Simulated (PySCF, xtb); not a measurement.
Si(H)(F)2(NHSiH3) (F₂H₅NSi₂), SMILES F[SiH](F)N[SiH3].

GFN2-xTB run with xtb at its own geometry gives an orbital gap of 5.51 eV and a dipole moment of 2.58 D.

The structure is a stationary point at PBE0-D3(BJ)/def2-SVP. Other conformers were not sampled.

### Question
What does PySCF with M06-2X/def2-TZVP give? (Estimate from the structure and the level; the computed values follow.)

### Answer
gap 10.38 eV (levels -9.69 and 0.69 eV), dipole 2.13 D.
